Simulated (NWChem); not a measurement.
System: SiAsH4, doublet; SMILES [SiH3][AsH]

Input file for NWChem:

```
start job
memory heap 200 mb stack 900 mb global 1100 mb
geometry units angstroms noautoz
  Si     0.027158     1.527828     0.003364
  As     0.045566    -0.853782     0.010769
  H     -0.710991     2.066523     1.202551
  H      1.442876     2.035062     0.039560
  H     -0.644341     2.056976    -1.238666
  H     -1.501101    -0.855482    -0.016447
end
basis spherical
  * library def2-svp
end
dft
  odft
  mult 2
  xc b3lyp
  iterations 150
end
tddft
  cis
  nroots 6
end
task tddft energy
```

Coordinates come from a PBE-D3(BJ)/def2-SVP, spin-unrestricted optimisation. No stability test was run on the SCF state.

Vertical excitations in the gas phase. Excited states of an open shell can be spin-contaminated.

Task: What results follow from this input? (B3LYP/def2-SVP, spin-unrestricted, TDA.) Quantities: lowest excitation (eV); oscillator strength of that lowest state; lowest empty minus highest occupied level, either spin (eV).

Result: 
```
Quantity                                                     Result
-----------------------------------------------------------  ------
lowest excitation (eV)                                         2.37
oscillator strength of that lowest state                      0.001
lowest empty minus highest occupied level, either spin (eV)    2.91
```
